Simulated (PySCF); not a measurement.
# Energy of Cr²⁺ (chromium, charge +2) between two integer charges

The 3d alpha orbital of [Ar] 3d4 is emptied in steps (occupation f), with all orbitals relaxed, ending at [Ar] 3d3. Computed with PySCF 2.14 in jorge-DZP-DKH (8s6p2d1f, 43 functions), with the spin-free X2C one-electron Hamiltonian (Gaussian nucleus). The exact energy is a straight line in f; departures are measured from the line between the end points of the same method.

| f | BHandHLYP (eV) | wB97X (eV) | B3LYP (eV) |
| --- | --- | --- | --- |
| 1 | 0.000 | 0.000 | 0.000 |
| 0.8 | -0.506 | -0.489 | -0.968 |
| 0.6 | -0.768 | -0.747 | -1.466 |
| 0.4 | -0.777 | -0.759 | -1.478 |
| 0.2 | -0.524 | -0.512 | -0.993 |
| 0 | 0.000 | 0.000 | 0.000 |

```json
{"method": "BHandHLYP", "E(f=0) − E(f=1) (eV)": "31.152", "−ε at f=1 (eV)": "28.030", "−ε at f=0.4 (eV)": "31.756"}
{"method": "wB97X", "E(f=0) − E(f=1) (eV)": "31.144", "−ε at f=1 (eV)": "28.143", "−ε at f=0.4 (eV)": "31.723"}
{"method": "B3LYP", "E(f=0) − E(f=1) (eV)": "31.564", "−ε at f=1 (eV)": "25.568", "−ε at f=0.4 (eV)": "32.734"}
```

Orbital energy along the path (eV):

```tsv
f	BHandHLYP	wB97X	B3LYP
1	-28.030	-28.143	-25.568
0.8	-29.224	-29.264	-27.888
0.6	-30.467	-30.460	-30.278
0.4	-31.756	-31.723	-32.734
0.2	-33.087	-33.037	-35.250
0	-34.463	-34.373	-37.820
```

Reference removal energy between the ground levels: 30.959 ± 0.025 eV (measured; NIST Atomic Spectra Database, ionization energies). The calculation has no spin-orbit coupling. The determinant left behind need not be the lowest term of the ion.
